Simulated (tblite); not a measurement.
Compound: C₈H₁₇Cl.
Atom-mapped SMILES: `[CH3:1][CH2:2][C@@H:3]([CH3:4])[C@@:5]([CH3:6])([Cl:7])[CH2:8][CH3:9]` (hydrogens: H10, H11, H12 on C1; H13, H14 on C2; H15 on C3; H16, H17, H18 on C4; H19, H20, H21 on C6; H22, H23 on C8; H24, H25, H26 on C9)

Computed with GFN2-xTB (tblite), gas phase: L-BFGS steps from a force-field or distance-geometry start until the largest atomic force falls under 0.01 eV/Å.

The end geometry, which sets the zero of energy:
```
atom  x, y, z in Å
C1      3.1691    0.5864    0.3348
C2      1.7998    0.1421    0.8384
C3      0.7513    0.0922   -0.2855
C4      0.9156   -1.2026   -1.0844
C5     -0.6920    0.2756    0.2371
C6     -1.0833   -0.7344    1.3060
Cl7    -0.7467    1.9143    1.0102
C8     -1.6974    0.3005   -0.9205
C9     -3.1306    0.6362   -0.5203
H10     3.8851    0.5921    1.1535
H11     3.5449   -0.0806   -0.4378
H12     3.1155    1.5917   -0.0772
H13     1.8892   -0.8455    1.2954
H14     1.4775    0.8450    1.6077
H15     0.9467    0.9338   -0.9602
H16     0.6254   -2.0663   -0.4917
H17     1.9583   -1.3235   -1.3656
H18     0.3277   -1.1896   -1.9978
H19    -1.1877   -1.7217    0.8618
H20    -0.3357   -0.7776    2.0927
H21    -2.0322   -0.4570    1.7569
H22    -1.6938   -0.6825   -1.3940
H23    -1.3560    1.0324   -1.6563
H24    -3.7413    0.7348   -1.4146
H25    -3.1698    1.5740    0.0269
H26    -3.5607   -0.1475    0.0975
```

**Question.** These geometries come from the run, each turned onto the end geometry. Order them by energy, lowest first.
A.
```
atom  x, y, z in Å
C1      3.1375    0.6724    0.3330
C2      1.8144    0.1031    0.8352
C3      0.7592    0.0459   -0.2852
C4      0.9097   -1.2663   -1.0571
C5     -0.6815    0.2646    0.2284
C6     -1.0977   -0.7340    1.2975
Cl7    -0.6970    1.9146    0.9851
C8     -1.6868    0.3049   -0.9291
C9     -3.1121    0.6635   -0.5180
H10     3.8775    0.6749    1.1298
H11     3.5337    0.0882   -0.4949
H12     2.9973    1.6987    0.0000
H13     1.9694   -0.9015    1.2393
H14     1.4645    0.7396    1.6491
H15     0.9667    0.8652   -0.9832
H16     0.5633   -2.1135   -0.4685
H17     1.9605   -1.4226   -1.2937
H18     0.3609   -1.2411   -1.9954
H19    -1.3038   -1.6978    0.8359
H20    -0.3145   -0.8589    2.0405
H21    -1.9968   -0.3924    1.8039
H22    -1.6996   -0.6790   -1.4040
H23    -1.3340    1.0317   -1.6655
H24    -3.7242    0.7890   -1.4071
H25    -3.1337    1.5927    0.0443
H26    -3.5540   -0.1197    0.0928
```
B.
```
atom  x, y, z in Å
C1      3.1472    0.4088    0.2935
C2      1.7918    0.1981    0.9309
C3      0.7365    0.1703   -0.1669
C4      0.8875   -0.9585   -1.1988
C5     -0.7031    0.2575    0.3691
C6     -1.1293   -0.7979    1.3887
Cl7    -0.8383    1.8877    1.1927
C8     -1.5927    0.3291   -0.8660
C9     -3.0791    0.4640   -0.6170
H10     3.8682    0.7567    1.0114
H11     3.5299   -0.4986   -0.1476
H12     3.0600    1.1573   -0.4847
H13     1.7710   -0.7022    1.5443
H14     1.5628    1.0490    1.5744
H15     0.8862    1.0979   -0.7366
H16     0.2894   -1.8391   -0.9769
H17     1.9117   -1.2942   -1.2770
H18     0.6139   -0.5911   -2.1882
H19    -1.9685   -1.3743    1.0086
H20    -0.3199   -1.4813    1.6229
H21    -1.4343   -0.3086    2.3115
H22    -1.4108   -0.5699   -1.4418
H23    -1.2411    1.1647   -1.4702
H24    -3.6180   -0.3550   -1.0726
H25    -3.4399    1.3949   -1.0255
H26    -3.3021    0.4571    0.4344
```
C.
```
atom  x, y, z in Å
C1      3.1973    0.4783    0.4232
C2      1.7623    0.2285    0.8752
C3      0.7565    0.1742   -0.2863
C4      0.9488   -1.0756   -1.1486
C5     -0.7013    0.2784    0.2121
C6     -1.0641   -0.8208    1.2164
Cl7    -0.8486    1.8891    1.0373
C8     -1.7050    0.3218   -0.9458
C9     -3.1485    0.5819   -0.4860
H10     3.8267    0.6579    1.2915
H11     3.6056   -0.3738   -0.1148
H12     3.2591    1.3481   -0.2258
H13     1.7363   -0.7016    1.4443
H14     1.4698    1.0358    1.5487
H15     0.9444    1.0510   -0.9144
H16     0.5128   -1.9514   -0.6775
H17     2.0058   -1.2677   -1.3018
H18     0.4885   -0.9449   -2.1239
H19    -1.8772   -1.4339    0.8367
H20    -0.2146   -1.4671    1.4126
H21    -1.3784   -0.3962    2.1649
H22    -1.6592   -0.6331   -1.4708
H23    -1.3958    1.0983   -1.6477
H24    -3.8251   -0.1749   -0.8757
H25    -3.4974    1.5525   -0.8282
H26    -3.2199    0.5675    0.5975
```
D.
```
atom  x, y, z in Å
C1      3.1511    0.6378    0.3355
C2      1.8077    0.1171    0.8353
C3      0.7561    0.0637   -0.2877
C4      0.9105   -1.2464   -1.0646
C5     -0.6853    0.2697    0.2315
C6     -1.0906   -0.7361    1.2996
Cl7    -0.7185    1.9072    1.0069
C8     -1.6891    0.3171   -0.9265
C9     -3.1220    0.6518   -0.5234
H10     3.8844    0.6234    1.1383
H11     3.5329    0.0321   -0.4831
H12     3.0514    1.6618   -0.0168
H13     1.9412   -0.8826    1.2546
H14     1.4631    0.7751    1.6343
H15     0.9600    0.8936   -0.9753
H16     0.6140   -2.0978   -0.4569
H17     1.9535   -1.3777   -1.3404
H18     0.3254   -1.2459   -1.9798
H19    -1.2537   -1.7128    0.8498
H20    -0.3212   -0.8233    2.0613
H21    -2.0096   -0.4196    1.7858
H22    -1.6885   -0.6565   -1.4191
H23    -1.3439    1.0606   -1.6491
H24    -3.7387    0.7263   -1.4167
H25    -3.1660    1.6020    0.0024
H26    -3.5451   -0.1182    0.1171
```
E.
```
atom  x, y, z in Å
C1      3.1351    0.6724    0.3357
C2      1.8127    0.1102    0.8439
C3      0.7654    0.0489   -0.2827
C4      0.9300   -1.2550   -1.0690
C5     -0.6796    0.2624    0.2242
C6     -1.1101   -0.7379    1.2877
Cl7    -0.6989    1.9131    0.9821
C8     -1.6910    0.2926   -0.9284
C9     -3.1103    0.6651   -0.5054
H10     3.8710    0.6949    1.1358
H11     3.5301    0.0650   -0.4751
H12     2.9921    1.6834   -0.0386
H13     1.9772   -0.8878    1.2563
H14     1.4525    0.7515    1.6490
H15     0.9837    0.8814   -0.9619
H16     0.5565   -2.1089   -0.5081
H17     1.9872   -1.4260   -1.2637
H18     0.4170   -1.2159   -2.0276
H19    -1.4029   -1.6705    0.8090
H20    -0.3128   -0.9373    1.9964
H21    -1.9623   -0.3521    1.8391
H22    -1.7094   -0.7026   -1.3797
H23    -1.3447    1.0050   -1.6813
H24    -3.7440    0.7539   -1.3857
H25    -3.1210    1.6149    0.0257
H26    -3.5445   -0.0985    0.1353
```

**Answer.** D (0.003 eV), A (0.008 eV), E (0.018 eV), C (0.202 eV), B (0.454 eV).

In the order of the answer:

```json
{"step": "142", "E above end (eV)": "0.003", "largest force (eV/Å)": "0.03", "rms force component (eV/Å)": "0.009", "rms distance from end (Å)": "0.054", "rms bond change (Å)": "0.000", "bond most changed (Å)": "C2–C3 +0.002"}
{"step": "122", "E above end (eV)": "0.008", "largest force (eV/Å)": "0.07", "rms force component (eV/Å)": "0.021", "rms distance from end (Å)": "0.085", "rms bond change (Å)": "0.001", "bond most changed (Å)": "C5–Cl7 +0.003"}
{"step": "114", "E above end (eV)": "0.018", "largest force (eV/Å)": "0.07", "rms force component (eV/Å)": "0.027", "rms distance from end (Å)": "0.101", "rms bond change (Å)": "0.001", "bond most changed (Å)": "C5–Cl7 +0.004"}
{"step": "41", "E above end (eV)": "0.202", "largest force (eV/Å)": "0.06", "rms force component (eV/Å)": "0.017", "rms distance from end (Å)": "0.467", "rms bond change (Å)": "0.003", "bond most changed (Å)": "C8–C9 +0.012"}
{"step": "5", "E above end (eV)": "0.454", "largest force (eV/Å)": "0.45", "rms force component (eV/Å)": "0.132", "rms distance from end (Å)": "0.535", "rms bond change (Å)": "0.008", "bond most changed (Å)": "C5–Cl7 +0.019"}
```

The cost below is that of the whole relaxation. On one thread, Arm Neoverse V1 (aarch64), shared host with 32 logical CPUs at a one-minute load of 17, this took 1.7 s wall.
